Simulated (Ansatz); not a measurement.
**Nudged elastic band run: C$_{2}$H$_{11}$AlBNSi**

Input:

```yaml
crystal:
  periodic: [false, false, false]
  atoms:
    - { symbol: B, position_ang: [-1.971174, -1.996929, -0.19718] }
    - { symbol: Al, position_ang: [-0.153465, -0.885557, -0.127107] }
    - { symbol: Si, position_ang: [2.095914, -1.87474, -0.342298] }
    - { symbol: "N", position_ang: [-0.241954, 0.892565, 0.124724] }
    - { symbol: C, position_ang: [0.895613, 1.793732, 0.232988] }
    - { symbol: C, position_ang: [-1.505305, 1.603279, 0.263489] }
    - { symbol: H, position_ang: [-2.650919, -2.08298, -1.182691] }
    - { symbol: H, position_ang: [-2.383429, -2.622998, 0.740119] }
    - { symbol: H, position_ang: [2.532049, -2.54204, 0.923044] }
    - { symbol: H, position_ang: [3.159526, -0.880739, -0.680648] }
    - { symbol: H, position_ang: [2.147247, -2.927659, -1.401938] }
    - { symbol: H, position_ang: [0.918959, 2.298202, 1.212568] }
    - { symbol: H, position_ang: [1.836191, 1.249165, 0.111233] }
    - { symbol: H, position_ang: [0.857713, 2.580425, -0.537968] }
    - { symbol: H, position_ang: [-1.589237, 2.096132, 1.245599] }
    - { symbol: H, position_ang: [-2.352204, 0.914873, 0.161992] }
    - { symbol: H, position_ang: [-1.614526, 2.384769, -0.505726] }
basis:
  gaussian: { orbitals: "6-31G*" }
hamiltonian:
  xc: b3lyp
  dispersion: d4
neb:
  order_check: false
  images: 9
  f_tol: 0.03
  max_iterations: 26
  initial_path: idpp
  final_atoms:
    - { symbol: B, position_ang: [-1.966694, -1.99740912, -0.16604548] }
    - { symbol: Al, position_ang: [-0.14852542, -0.88482248, -0.11795917] }
    - { symbol: Si, position_ang: [2.09842467, -1.87883233, -0.34129714] }
    - { symbol: "N", position_ang: [-0.24122055, 0.89497334, 0.1192823] }
    - { symbol: C, position_ang: [0.89309624, 1.80105037, 0.21969643] }
    - { symbol: C, position_ang: [-1.50708992, 1.60212675, 0.25390396] }
    - { symbol: H, position_ang: [-2.36266787, -2.63068822, 0.77313387] }
    - { symbol: H, position_ang: [-2.66365989, -2.07536493, -1.14010527] }
    - { symbol: H, position_ang: [2.48090139, -2.66226403, 0.87371369] }
    - { symbol: H, position_ang: [3.18619736, -0.87659609, -0.55525605] }
    - { symbol: H, position_ang: [2.17319173, -2.83570055, -1.48744036] }
    - { symbol: H, position_ang: [0.91413417, 2.31479297, 1.19451414] }
    - { symbol: H, position_ang: [1.83552422, 1.25851425, 0.103878] }
    - { symbol: H, position_ang: [0.85277811, 2.58031063, -0.55859401] }
    - { symbol: H, position_ang: [-1.59411846, 2.09880682, 1.23381069] }
    - { symbol: H, position_ang: [-2.3516092, 0.91056301, 0.15370271] }
    - { symbol: H, position_ang: [-1.61766359, 2.3800396, -0.5187383] }
```

Command:

```bash
$ ansatz run input.yaml --threads 2 --pin off --max-ram 3072MiB --backend cpu --events-out ev --progress --plain --runs-dir out
```

Output, in part (warnings, iteration lines, the closing report on the highest movable image, with atoms numbered from 0):

```
NEB end point (image 0): max|allowed force component| = 8.553e-3 eV/Å (the criterion of neb.relax_end_points is 1.000e-2)
NEB end point (image 10): max|allowed force component| = 8.131e-3 eV/Å (the criterion of neb.relax_end_points is 1.000e-2)
NEB iter   1: max|band force component| = 9.965e-1 eV/Å  barrier→ = 0.2522 eV  barrier← = 0.2519 eV  Δτ_max = 0.2000 Å  (307 SCF iters)
NEB iter   2: max|band force component| = 2.228e-1 eV/Å  barrier→ = 0.0509 eV  barrier← = 0.0506 eV  CI = image 5  Δτ_max = 0.0806 Å  (258 SCF iters)
NEB iter   3: max|band force component| = 1.614e-1 eV/Å  barrier→ = 0.0342 eV  barrier← = 0.0339 eV  CI = image 5  Δτ_max = 0.1052 Å  (250 SCF iters)
NEB iter   4: max|band force component| = 8.951e-2 eV/Å  barrier→ = 0.0230 eV  barrier← = 0.0227 eV  CI = image 5  Δτ_max = 0.0938 Å  (241 SCF iters)
NEB iter   5: max|band force component| = 7.000e-2 eV/Å  barrier→ = 0.0203 eV  barrier← = 0.0200 eV  CI = image 5  Δτ_max = 0.0529 Å  (233 SCF iters)
NEB iter   6: max|band force component| = 2.904e-2 eV/Å  barrier→ = 0.0194 eV  barrier← = 0.0191 eV  CI = image 5  Δτ_max = 0.0000 Å  (494 SCF iters)
Total energy: -18894.48380167 eV, -694.3594725701 hartree
Atom 0 at    -1.960489    -2.024212    -0.151057 Å, force     0.000778     0.029215    -0.004831 eV/Å
Atom 1 at    -0.146490    -0.881502    -0.179474 Å, force    -0.018848    -0.011950     0.004294 eV/Å
Atom 2 at     2.077239    -1.777513    -0.747278 Å, force    -0.015745    -0.019321    -0.004674 eV/Å
Atom 3 at    -0.246425     0.867659     0.244084 Å, force     0.025666    -0.000419    -0.005553 eV/Å
Atom 4 at     0.884909     1.783947     0.255457 Å, force    -0.002148     0.010677    -0.000322 eV/Å
Atom 5 at    -1.483693     1.541308     0.616112 Å, force     0.010119    -0.006062     0.001289 eV/Å
Atom 6 at    -2.016898    -3.147208    -0.565476 Å, force     0.002148    -0.019255    -0.005328 eV/Å
Atom 7 at    -2.998856    -1.599390     0.274126 Å, force    -0.003310     0.001761     0.011087 eV/Å
Atom 8 at     2.627089    -2.625211     0.356694 Å, force     0.003178     0.005233    -0.004601 eV/Å
Atom 9 at     3.127771    -0.759155    -1.052227 Å, force    -0.007773     0.010410     0.005226 eV/Å
Atom 10 at     1.995862    -2.671649    -1.943888 Å, force     0.015357     0.005837     0.005965 eV/Å
Atom 11 at     1.034666     2.220998     1.255690 Å, force    -0.001887    -0.000758     0.001845 eV/Å
Atom 12 at     1.805748     1.269030    -0.031480 Å, force     0.001372    -0.001436    -0.000489 eV/Å
Atom 13 at     0.730042     2.620134    -0.445040 Å, force    -0.001971    -0.000264    -0.000878 eV/Å
Atom 14 at    -1.407453     1.985701     1.621468 Å, force    -0.002068    -0.002202    -0.004000 eV/Å
Atom 15 at    -2.321095     0.838445     0.616730 Å, force    -0.004620     0.000853    -0.000479 eV/Å
Atom 16 at    -1.720928     2.358118    -0.084241 Å, force    -0.000249    -0.002320     0.001449 eV/Å
Dipole moment:    -0.228376     0.321779     0.111384 e Å
```

It converged. A vibrational analysis at the climbing image gives one clearly imaginary mode, 99i cm⁻¹: a first-order saddle point.

Final band (atoms are numbered from 1 in the order of the input):

| image | path coordinate (Å) | energy (eV) | dihedral H8–B1–Al2–Si3 (°) |
| --- | --- | --- | --- |
| 0 | 0.00 | 0.000 | 79 |
| 1 | 0.46 | 0.001 | 97 |
| 2 | 0.91 | 0.003 | 116 |
| 3 | 1.37 | 0.009 | 135 |
| 4 | 1.83 | 0.015 | 153 |
| 5 | 2.28 | 0.019 | 171 |
| 6 | 2.72 | 0.019 | -172 |
| 7 | 3.16 | 0.013 | -155 |
| 8 | 3.61 | 0.007 | -137 |
| 9 | 4.05 | 0.002 | -118 |
| 10 | 4.49 | 0.000 | -100 |

The run took 5.2 min on 2 threads of Arm Neoverse V1 (shared host), peak memory 0.35 GiB.
